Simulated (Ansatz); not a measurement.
System: Si₂NH₆, charge 0, doublet. Si2NH6 (SMILES N[SiH2][SiH2], doublet).
B3LYP-D3(BJ)/def2-TZVP minimum from Ansatz (an electronic-structure program):
```xyz
9

Si     1.5286     0.3794    -0.3201
Si    -0.6461    -0.4890    -0.2037
N     -1.5874     0.1511     1.0941
H      1.6136     1.8475    -0.5472
H      2.4546    -0.3118    -1.2573
H     -1.4098    -0.1935    -1.4426
H     -0.5023    -1.9584    -0.0581
H     -2.1519     0.9709     0.9378
H     -1.2478     0.1215     2.0427
```
Charge 0, spin multiplicity 2.

Total energies in cc-pV(D+d)Z, 19 correlated electrons, 11 frozen orbitals. Radicals and triplets start from unrestricted determinants; spin-orbit coupling is neglected. Correlated methods leave the cores frozen. No relativity.

```tsv
method	program	energy (Eh)	minus CCSDT(Q) (mEh)
HF	Ansatz	-635.79904	423.21
MP2	Ansatz	-636.15767	64.58
CCSD	Ansatz	-636.20978	12.47
CCSD(T)	Ansatz	-636.22018	2.07
CCSDT(Q)	Ansatz	-636.22225	0.00
```

Rough core times of Ansatz's runs on a shared machine: CCSD(T) 20 s, CCSDT(Q) 90 min.
